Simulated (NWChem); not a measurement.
Species: CH₂BFO₂; SMILES O=CB(O)F

```xyz
7

O     -0.6163    -1.9168     0.0941
C      0.1981    -1.0657     0.4126
B     -0.0368     0.5112     0.1644
O     -1.1718     0.9479    -0.4187
F      0.9231     1.3714     0.5522
H      1.1781    -1.3664     0.9096
H     -1.1942     1.9198    -0.5128
```
Atoms are numbered in this order, from 1.

All runs: NWChem. The geometry was optimised at PBE-D3(BJ)/def2-SVP.

| atom | ESP charge (e) | Mulliken charge (e) |
|---|---|---|
| O1 | -0.381 | -0.20 |
| C2 | 0.320 | 0.15 |
| B3 | 0.597 | 0.05 |
| O4 | -0.611 | -0.09 |
| F5 | -0.326 | -0.12 |
| H6 | -0.032 | 0.01 |
| H7 | 0.433 | 0.20 |

Find the dipole moment that each set of point charges gives, and compare with the B3LYP/def2-SVP density's own.


1. μ = Σ q r × 4.8032 D/(e Å). ESP charges give (0.66, 2.61, 0.09) D, of length 2.69 D.
2. Mulliken charges give (-0.39, 1.77, -0.34) D, of length 1.8 D.
3. The density's dipole is 2.76 D: the ESP set is off by 0.07 D in length and the Mulliken set by 0.9 D. ESP charges are fitted to the potential outside the molecule; Mulliken charges are a partition of the basis functions.
